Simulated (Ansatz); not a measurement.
# Molecular dynamics of C₂H₉AlClN

Input:

```yaml
crystal:
  periodic: [false, false, false]
  atoms:
    - { symbol: Al, position_ang: [-0.275006, 0.903779, -0.643097] }
    - { symbol: "N", position_ang: [-0.211919, 0.373952, 1.188895] }
    - { symbol: C, position_ang: [0.022064, -0.993362, 1.662035] }
    - { symbol: C, position_ang: [0.003198, -0.416058, -2.057654] }
    - { symbol: Cl, position_ang: [-1.536638, 2.614104, -0.901859] }
    - { symbol: H, position_ang: [0.949387, 1.146552, 0.697336] }
    - { symbol: H, position_ang: [1.349279, 1.600259, -0.087458] }
    - { symbol: H, position_ang: [-0.747861, 0.932703, 1.86102] }
    - { symbol: H, position_ang: [-0.914095, -1.577676, 1.747688] }
    - { symbol: H, position_ang: [0.674947, -1.520613, 0.945182] }
    - { symbol: H, position_ang: [0.526913, -1.005818, 2.645298] }
    - { symbol: H, position_ang: [-0.918248, -0.99981, -2.234299] }
    - { symbol: H, position_ang: [0.269081, 0.072255, -3.011038] }
    - { symbol: H, position_ang: [0.808801, -1.130266, -1.81205] }
basis:
  gaussian: { orbitals: "6-31G*" }
hamiltonian:
  xc: pbe
  dispersion: d4
md:
  timestep: 0.5
  n_steps: 200
  ensemble: nve
  temperature: 100.0
  initial_velocities: maxwell_boltzmann
  seed: 3594
```

Launched with:

```bash
$ ansatz run input.yaml --threads 2 --pin off --max-ram 3072MiB --backend cpu --events-out ev --progress --plain --runs-dir out
```

It starts at the highest image of a converged band, a first-order saddle point between two minima.

Output, in part (step lines, the closing report, with atoms numbered from 0):

```
md step     0: t =     0.00 fs  T =   100.0 K  F+E_penalty+E_count = -22817.13910747 eV  E_kin = 0.155112 eV  conserved = -22816.98399547 eV  (28 SCF iters)
md step     1: t =     0.50 fs  T =    98.2 K  F+E_penalty+E_count = -22817.13627050 eV  E_kin = 0.152311 eV  conserved = -22816.98395922 eV  (33 SCF iters)
md step     2: t =     1.00 fs  T =    93.3 K  F+E_penalty+E_count = -22817.12857241 eV  E_kin = 0.144730 eV  conserved = -22816.98384237 eV  (32 SCF iters)
md step     3: t =     1.50 fs  T =    86.5 K  F+E_penalty+E_count = -22817.11787022 eV  E_kin = 0.134191 eV  conserved = -22816.98367960 eV  (32 SCF iters)
md step     4: t =     2.00 fs  T =    79.4 K  F+E_penalty+E_count = -22817.10672507 eV  E_kin = 0.123200 eV  conserved = -22816.98352463 eV  (33 SCF iters)
md step     5: t =     2.50 fs  T =    73.6 K  F+E_penalty+E_count = -22817.09756607 eV  E_kin = 0.114136 eV  conserved = -22816.98343013 eV  (32 SCF iters)
md step     6: t =     3.00 fs  T =    69.9 K  F+E_penalty+E_count = -22817.09187291 eV  E_kin = 0.108447 eV  conserved = -22816.98342624 eV  (32 SCF iters)
md step     7: t =     3.50 fs  T =    68.5 K  F+E_penalty+E_count = -22817.08971606 eV  E_kin = 0.106210 eV  conserved = -22816.98350622 eV  (32 SCF iters)
[... lines left out ...]
Total energy: -22817.56762073 eV, -838.5301437590 hartree
Atom 0 at    -0.698077     0.667931    -0.547420 Å, force     0.107809     0.749237     0.994259 eV/Å
Atom 1 at    -0.459441     0.177272     1.189763 Å, force    -0.302340     0.012613    -0.322198 eV/Å
Atom 2 at     0.080499    -1.086223     1.735399 Å, force    -0.204161     0.237078    -0.484854 eV/Å
Atom 3 at     0.185552    -0.297301    -1.947595 Å, force    -0.435323     0.198685    -1.318085 eV/Å
Atom 4 at    -1.438384     2.716973    -0.944139 Å, force     0.188690    -0.970168     0.237939 eV/Å
Atom 5 at     4.839175     3.603277    -1.233582 Å, force     0.005707    -0.014512     0.035816 eV/Å
Atom 6 at     4.716587     3.872402    -1.922132 Å, force    -0.007544     0.013351    -0.035553 eV/Å
Atom 7 at    -0.913803     0.740353     1.915784 Å, force     0.162415    -0.022323    -0.002758 eV/Å
Atom 8 at    -0.671264    -1.588553     2.384576 Å, force     0.242456    -0.066155    -0.185859 eV/Å
Atom 9 at     0.356718    -1.766015     0.891084 Å, force    -0.187983     0.224053     0.417492 eV/Å
Atom 10 at     1.002317    -0.914282     2.328992 Å, force    -0.096318     0.005004     0.008937 eV/Å
Atom 11 at    -0.508300    -0.759532    -2.687206 Å, force     0.134848    -0.058530     0.341215 eV/Å
Atom 12 at     0.688276     0.486159    -2.549753 Å, force     0.200062    -0.067461     0.096998 eV/Å
Atom 13 at     0.927903    -1.036505    -1.647827 Å, force     0.191680    -0.240872     0.216651 eV/Å
Dipole moment:     0.110225    -0.572132     0.202033 e Å
```

The steps, from the saved trajectory:

| time (fs) | T (K) | potential energy less start (eV) | conserved less start (meV/atom) |
| --- | --- | --- | --- |
| 0.0 | 100 | 0.000 | 0.00 |
| 3.0 | 70 | 0.047 | 0.04 |
| 6.0 | 62 | 0.059 | 0.02 |
| 9.0 | 55 | 0.071 | 0.03 |
| 12.0 | 66 | 0.053 | 0.02 |
| 15.0 | 57 | 0.068 | 0.03 |
| 18.0 | 68 | 0.049 | 0.04 |
| 21.0 | 121 | -0.032 | 0.02 |
| 24.0 | 178 | -0.121 | 0.03 |
| 27.0 | 235 | -0.209 | 0.01 |
| 30.0 | 274 | -0.269 | 0.03 |
| 33.0 | 327 | -0.352 | 0.00 |
| 36.0 | 324 | -0.347 | 0.03 |
| 39.0 | 328 | -0.353 | 0.02 |
| 42.0 | 333 | -0.361 | 0.04 |
| 45.0 | 375 | -0.426 | 0.01 |
| 48.0 | 394 | -0.456 | 0.02 |
| 51.0 | 404 | -0.471 | 0.03 |
| 54.0 | 416 | -0.490 | 0.02 |
| 57.0 | 420 | -0.496 | 0.02 |
| 60.0 | 412 | -0.484 | 0.02 |
| 63.0 | 399 | -0.464 | 0.04 |
| 66.0 | 424 | -0.503 | 0.02 |
| 69.0 | 433 | -0.515 | 0.03 |
| 72.0 | 431 | -0.513 | 0.02 |
| 75.0 | 417 | -0.491 | 0.03 |
| 78.0 | 421 | -0.498 | 0.02 |
| 81.0 | 411 | -0.482 | 0.02 |
| 84.0 | 395 | -0.458 | 0.03 |
| 87.0 | 400 | -0.465 | 0.03 |
| 90.0 | 419 | -0.494 | 0.02 |
| 93.0 | 419 | -0.495 | 0.02 |
| 96.0 | 392 | -0.452 | 0.03 |
| 99.0 | 380 | -0.434 | 0.02 |

All steps were run. The conserved energy stayed within 0.043 meV per atom of its start (net change 0.021 meV per atom), so the integration is sound. The kinetic energy rose, since the run started high on the potential surface and went downhill. It ends in pieces (C2H7AlClN + H2), so much of that is their flight and rotation, not heat. A run of 0.1 ps of so small a system gives no equilibrium averages. The orbitals stay closed-shell, which can raise the energy where a bond breaks towards radicals; this wasn't checked here.

Between its relaxed ends the band would form Al1–H7, N2–H6 and break H6–H7. These pairs go: Al1–H7 1.85 → 6.44 Å, N2–H6 1.48 → 6.76 Å, H6–H7 0.99 → 0.75 Å. In the last frame they stand as before the step (other bonds may differ from the relaxed reactants and products). Also parted: Al1–H6 1.83 → 6.30 Å. It ends as C2H7AlClN + H2. Pairs count as bonded within 1.25 times the sum of covalent radii (0.12 Å more for H–H).

Last frame:

```xyz
14
Properties=species:S:1:pos:R:3
Al -0.698 0.668 -0.547
N -0.459 0.177 1.190
C 0.081 -1.086 1.735
C 0.186 -0.297 -1.948
Cl -1.438 2.717 -0.944
H 4.839 3.603 -1.234
H 4.717 3.872 -1.922
H -0.914 0.740 1.916
H -0.671 -1.589 2.385
H 0.357 -1.766 0.891
H 1.002 -0.914 2.329
H -0.508 -0.759 -2.687
H 0.688 0.486 -2.550
H 0.928 -1.036 -1.648
```

The run took 2.9 min on 2 threads of AMD EPYC 9R45 96-Core Processor (Zen 5) (shared host), peak memory 0.18 GiB.
